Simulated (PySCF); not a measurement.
This PySCF input asks for the NMR shieldings of SMILES C#CC[C@@H]1C/C(=C\F)C1=C, C₉H₉F; the geometry comes from GFN2-xTB.

```python
import basis_set_exchange as bse
import numpy as np
from pyscf import gto, dft
from pyscf.prop import nmr

atoms = """
C     3.196580    1.527715   -0.309868
C     2.459485    0.589064   -0.394440
C     1.560799   -0.544459   -0.468633
C     0.509316   -0.492681    0.641470
C    -0.580305   -1.589920    0.567957
C    -1.603793   -0.499982    0.370633
C    -2.915183   -0.481545    0.198262
F    -3.647504   -1.612621    0.174123
C    -0.581982    0.540228    0.443386
C    -0.582357    1.860177    0.355293
H     3.843265    2.350959   -0.245135
H     2.143127   -1.466692   -0.375839
H     1.064111   -0.543707   -1.443614
H     1.004357   -0.422151    1.612360
H    -0.714720   -2.171488    1.478435
H    -0.485935   -2.272928   -0.275470
H    -3.521755    0.401179    0.062532
H     0.332763    2.421432    0.435726
H    -1.490071    2.416671    0.195689
"""
names = dict.fromkeys(["C", "F", "H"], "pcSseg-1")
basis = {el: gto.basis.parse(bse.get_basis(n, elements=[el], fmt="nwchem")) for el, n in names.items()}
mol = gto.M(atom=atoms, basis=basis, charge=0, verbose=0)
mf = dft.RKS(mol, xc="PBE0")
mf.grids.level = 2
mf.grids.alignment = dft.numint.BLKSIZE   # the property module wants whole blocks of grid points
mf.conv_tol = 1e-9
mf.kernel()

calc = nmr.RKS(mf)   # GIAO
C = mf.mo_coeff
Co = C[:, mf.mo_occ > 0]
resp = mf.gen_response(singlet=True, hermi=2)
def vind(x):   # induced exchange potential for any number of trial vectors
    d = np.einsum("pi,xij,qj->xpq", C, 2 * x.reshape(-1, C.shape[1], Co.shape[1]), Co, optimize=True)
    return np.einsum("xpq,pi,qj->xij", resp(d - d.transpose(0, 2, 1)), C, Co, optimize=True).ravel()
mo1, _ = nmr.rhf.solve_mo1(calc, with_cphf=vind)
sigma = calc.kernel(mo1)
for i, s in enumerate(sigma):   # ppm
    print("%2d %-2s %9.2f" % (i, mol.atom_pure_symbol(i), np.trace(s) / 3))
```

Task: What are the results?

Result: 
```
 0 C     111.50
 1 C      97.97
 2 C     159.93
 3 C     146.27
 4 C     156.18
 5 C      60.90
 6 C      32.55
 7 F     307.90
 8 C      32.51
 9 C      74.67
10 H      30.35
11 H      29.21
12 H      29.46
13 H      28.75
14 H      28.72
15 H      29.47
16 H      24.27
17 H      25.77
18 H      26.19
```

These numbers come from an equivalent density-fitted implementation of the same equations, which agrees with the script to about 0.01 ppm for H and up to a few tenths of a ppm for heavy atoms, so last digits may differ.

Task: Turn these shieldings into chemical shifts. Scale: 13C (186.93 ppm) and 1H (31.72 ppm) vs TMS; 19F (170.95 ppm) vs CFCl3 (reference shieldings calculated alike).

Result: Averaging equivalent atoms: C 8: 154.4; C 6: 154.4; C 5: 126.0; C 9: 112.3; C 1: 89.0; C 0: 75.4; C 3: 40.7; C 4: 30.7; C 2: 27.0; F 7: -137.0; H 16: 7.45; H 17: 5.95; H 18: 5.53; H 14: 2.99; H 13: 2.96; H 11: 2.50; H 12: 2.26; H 15: 2.25; H 10: 1.37 ppm. Unscaled 19F shifts against computed CFCl3 carry errors that often reach 10 to 50 ppm.

Size and cost of the density-fitted run: 215 basis functions, 90 s wall time on 1 thread of an Arm Neoverse N1, shared host; peak memory 0.95 GiB.
